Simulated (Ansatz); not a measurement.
Computed with Ansatz on PBE0-D4/def2-TZVP structures; ΔE is electronic, products minus reactants. CBS: MP2 limit from def2 TZ/QZ plus the TZ coupled-cluster correction, frozen cores. This one scheme is used for every species. DFT in def2-TZVPP. B3LYP here is the variant with VWN-RPA as its local correlation; programs differ in this. One conformer a species, not always the lowest.

Reaction (cleavage of the B–Si bond): `C[SiH2]BCl` + CH₃SH → `CSBCl` + `C[SiH3]`

```tsv
level	ΔE (kJ/mol)
r2SCAN0-D4	-114.3
B3LYP	-111.4
```

(1) What does CCSD(T)/CBS give? (An estimate is asked.)

Largest T1 diagnostic among the species: 0.013.

## Answers

(1) The calculation gave: -109.8 kJ/mol. The listed levels differ from it by -4.5, -1.6 kJ/mol.

Leaving LDA and LC-ωPBE aside and taking each functional with its dispersion term where it has one, the values, not all of them listed here, spread over 7.6 kJ/mol, from r2SCAN-D4 to ωB97X-V. LDA lies −6.1 kJ/mol from PBE without D4. In def2-TZVPP, CCSD(T) changes the Hartree–Fock value by −4.5 kJ/mol (the triples alone add −2.9 kJ/mol) and MP2 by −14.4 kJ/mol.
